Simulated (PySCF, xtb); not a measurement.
Te(OH)(SH) (H₂OSTe), SMILES O[Te]S.

Coordinates come from a B3LYP-D3(BJ)/def2-TZVP optimisation. The def2 effective core potentials stand for the cores of Te; spin–orbit coupling is left out. One conformer was computed; it need not be the lowest.

Computed with PySCF 2.14.0 with C-PCM-B3LYP/def2-SVP.

The values are the electrostatic part of the solvation free energy, E(continuum) − E(gas) at the gas-phase geometry, in a cavity of scaled van der Waals radii (PySCF's table); cavitation and dispersion terms are not included. In vacuum the orbital gap is 4.56 eV. The dipole moment in vacuum is 0.81 D.

Computed values in water (ε = 78.36), chlorobenzene (ε = 5.70), tetrahydrofuran (ε = 7.43):
| solvent | ε | ΔG(elec) (kcal/mol) | dipole (D) | gap (eV) |
|---|---|---|---|---|
| water | 78.36 | -5.6 | 1.01 | 4.64 |
| chlorobenzene | 5.70 | -4.6 | 0.97 | 4.62 |
| tetrahydrofuran | 7.43 | -4.9 | 0.98 | 4.63 |

For comparison, GFN2-xTB/ALPB(water) (xtb, at the GFN2-xTB geometry, all terms of that model) gives -6.2 kcal/mol.
